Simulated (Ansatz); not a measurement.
Ideal-gas functions of `C#CB(O)F` at 400 K and 1 bar, from an Ansatz frequency run at PBE0-D4/def2-TZVP.

Molar mass 71.85 g/mol, point group Cs (symmetry number 1), electronic degeneracy 1, moments of inertia 49.194, 136.504, 185.699 u Å². Harmonic wavenumbers (cm⁻¹, unscaled): 163, 219, 431, 506, 576, 670, 715, 740, 756, 997, 1330, 1458, 2203, 3468, 3902.

Use S(trans) = R[1.5 ln M + 2.5 ln T − 1.1517]; rotational temperatures θ = 24.2544 K / I; S(rot) = R[ln(√π/σ · √(T³/θAθBθC)) + 1.5]; for each mode x = 1.438777 ν̃/T, S = R[x/(eˣ − 1) − ln(1 − e⁻ˣ)] and H = RT x/(eˣ − 1); 1 cm⁻¹ = 0.0119627 kJ/mol; R = 8.31446 J/(mol·K).

Task: By hand: the entropy, in J/(mol·K).

Result: Translation 168.3. Rotation: θ = 0.493, 0.1777, 0.1306 K, giving 110.5. Vibration, mode by mode: 12.87, 10.51, 5.45, 4.40, 3.60, 2.76, 2.43, 2.26, 2.16, 1.08, 0.41, 0.28, 0.03, 0.00, 0.00, in all 48.2. Electronic 0.0. Sum 327.0 J/(mol·K).

Task: By hand: H − E and G − E in kJ/mol, counted from the electronic energy.

Result: Zero-point energy ½ × 18134 × 0.0119627 = 108.5; thermal vibration 11.6; translation, rotation and pV give 4 RT = 13.3. H − E = 133.4 kJ/mol, and G − E = 133.4 − 400 × 327.0/1000 = 2.6 kJ/mol.

Vibration gives 15 % of the entropy. The sum counts one conformer and one mirror image; others add a mixing term.
